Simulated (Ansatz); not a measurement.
Start from `C[Se][SiH2]F` and change one element to get `CO[SiH2]F`.

Ansatz, PBE0-D4/def2-TZVP geometries, multiplicity 1. Each molecule was computed in one conformer, which needn't be the lowest.

Scalar relativity is left out up to krypton. Spin–orbit coupling is left out; it splits and shifts lone-pair levels of the heavy atoms by tenths of an eV.

```
                               property  `C[Se][SiH2]F`
  HOMO–LUMO gap (B3LYP/def2-TZVPP) / eV            5.71
  LUMO energy (ωB97M-V/def2-TZVPP) / eV            1.13
HOMO–LUMO gap (ωB97M-V/def2-TZVPP) / eV           10.10
      HOMO energy (PBE/def2-TZVPP) / eV           -5.66
    LUMO energy (B3LYP/def2-TZVPP) / eV           -0.88
    HOMO energy (B3LYP/def2-TZVPP) / eV           -6.58
```

(1) What does the change do to each property? (An estimate is asked.)

Answers

(1) Ansatz gave: 
```
                               property  `CO[SiH2]F`  shift
  HOMO–LUMO gap (B3LYP/def2-TZVPP) / eV         9.10   3.39
  LUMO energy (ωB97M-V/def2-TZVPP) / eV         2.43   1.30
HOMO–LUMO gap (ωB97M-V/def2-TZVPP) / eV        13.61   3.51
      HOMO energy (PBE/def2-TZVPP) / eV        -7.22  -1.56
    LUMO energy (B3LYP/def2-TZVPP) / eV         0.55   1.43
    HOMO energy (B3LYP/def2-TZVPP) / eV        -8.55  -1.97
```

With PBE0 the HOMO falls by 1.98 eV and the LUMO rises by 1.47 eV, so the gap widens by about 3.45 eV. PBE moves the HOMO by -1.56 eV and ωB97M-V by -2.22 eV.

Positive LUMOs are unbound, so they and the gaps depend on the basis.

B3LYP here is the variant with VWN-RPA as its local correlation; programs differ in this.
